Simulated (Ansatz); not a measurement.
`CN[SiH](C)F` → `CN([SiH3])CF`  (isomerisation)

Isolated molecules relaxed with PBE0-D4/def2-TZVP in Ansatz; ΔE leaves out vibrations. CCSD(T)/CBS is the MP2 limit (def2-TZVPP, def2-QZVPP) plus CCSD(T) − MP2 in def2-TZVPP, frozen cores. Functionals use def2-TZVPP. B3LYP here is the variant with VWN-RPA as its local correlation; programs differ in this. One conformer a species, not always the lowest.

`CN[SiH](C)F`:

Cartesian coordinates in Å:
```
C 1.519 1.024 -0.041
N 1.076 -0.305 -0.404
Si -0.349 -1.075 0.110
C -1.811 0.061 0.014
F -0.285 -1.579 1.639
H 0.661 1.632 0.253
H 1.995 1.527 -0.888
H 2.225 1.027 0.798
H 1.814 -0.890 -0.764
H -0.480 -2.303 -0.711
H -1.694 0.922 0.676
H -2.716 -0.467 0.323
H -1.956 0.427 -1.004
```

`CN([SiH3])CF`:

Cartesian coordinates in Å:
```
C 0.042 -0.224 1.457
N -0.146 0.159 0.069
Si 1.229 0.632 -0.875
C -1.317 -0.312 -0.537
F -1.271 -1.690 -0.809
H 0.263 -1.291 1.576
H 0.865 0.346 1.893
H -0.862 0.004 2.032
H 2.196 -0.470 -1.143
H 1.955 1.690 -0.124
H 0.711 1.148 -2.166
H -2.181 -0.175 0.122
H -1.483 0.184 -1.496
```

| level | ΔE (kcal/mol) | difference from CCSD(T)/CBS |
| --- | --- | --- |
| PBE-D4 | 63.3 | -5.0 |
| r2SCAN-D4 | 67.0 | -1.3 |
| B3LYP-D4 | 65.4 | -2.9 |
| B2PLYP | 66.9 | -1.4 |
| PBE | 63.5 | -4.8 |
| B3LYP | 65.7 | -2.6 |
| HF/def2-TZVPP | 66.7 | -1.6 |
| MP2/def2-TZVPP | 68.8 | 0.5 |
| SCS-MP2/def2-TZVPP | 67.0 | -1.3 |
| CCSD/def2-TZVPP | 66.9 | -1.4 |
| HF/def2-QZVPP | 67.2 | -1.1 |
| MP2/def2-QZVPP | 70.2 | 1.9 |
| SCS-MP2/def2-QZVPP | 68.5 | 0.2 |
| HF/CBS(def2) | 67.3 | -1.0 |
| MP2/CBS(def2) | 70.9 | 2.6 |
| CCSD/CBS(def2) | 68.9 | 0.6 |
| CCSD(T)/CBS | 68.3 | 0 |

Largest T1 diagnostic among the species: 0.011.

From PBE to PBE0 (25 % exact exchange), in def2-TZVPP and without D4, ΔE moves by +1.9 kcal/mol.
